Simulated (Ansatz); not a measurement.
Correlation energies of Cl4MoS (`[S]=[Mo]([Cl])([Cl])([Cl])[Cl]`) by basis set

Cartesian coordinates in Å:
```
S 1.025 1.600 0.873
Mo 0.018 0.028 0.015
Cl -2.174 0.443 0.466
Cl -0.433 0.729 -2.103
Cl 1.653 -1.258 -0.911
Cl -0.089 -1.544 1.659
```

Total charge 0; spin multiplicity 1. Correlated methods include outer-core shells of Mo, which these sets cover unevenly. Mo: def2 effective core potential. All single points use the PBE0-D4/def2-TZVP geometry. Frozen core, restricted reference, Ansatz 0.2.0.

```tsv
basis	HF (Eh)	MP2 corr.	CCSD corr.	(T)	CCSD(T) total
def2-SVP	-2302.42983	-1.15462	-1.10873	-0.06238	-2303.60094
def2-TZVPP	-2303.23310	?	?	?	?
def2-QZVPP	-2303.30224	?	–	–	–
```

(1) Fill in the withheld values. (An estimate is asked.)

Answers

(1) Computed: def2-TZVPP MP2 corr.: -1.58601; def2-TZVPP CCSD corr.: -1.54313; def2-TZVPP (T): -0.10471; def2-TZVPP CCSD(T) total: -2304.88094; def2-QZVPP MP2 corr.: -1.72748.
